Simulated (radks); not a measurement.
Trend from Cu2+ to Au2+: ionisation energy by Delta-SCF between NIST ground configurations, and size. Calculated with a radial shooting solver on a logarithmic mesh with Libxc functionals: Dirac Kohn-Sham, PBE, spin-unpolarised, spherical densities, finite nucleus; open shells fill j = l - 1/2 first; Fermi nuclear charge, rms radius of each element as measured or else 0.836 A^(1/3) + 0.57 fm.

species  configuration  configuration of the ion  IE (eV)  NIST (eV)       kind   -e(HOMO) (eV)  outermost  <r> outermost (bohr)  r at 0.001 e/bohr^3 (bohr)
Cu2+          [Ar] 3d9                  [Ar] 3d8   38.876      36.84       exp.  29.495 (3d5/2)      3d5/2                 0.925                        2.93
Ag2+          [Kr] 4d9                  [Kr] 4d8   35.902       34.8  semi-emp.  28.621 (4d5/2)      4d5/2                  1.32                        3.30
Au2+     [Xe] 4f14 5d9             [Xe] 4f14 5d8   33.083         30     theory  26.602 (5d5/2)      5d5/2                  1.52                        3.51

Reference values: NIST Atomic Spectra Database (exp. = measured, semi-emp. = semi-empirical, theory = theoretical value adopted there). Spin polarisation and multiplet splitting are left out, so open shells lie too high by an amount that depends on their filling.

Beside tabulated values, note that spin-unpolarised runs miss the spin-polarisation part of the exchange energy of open shells.
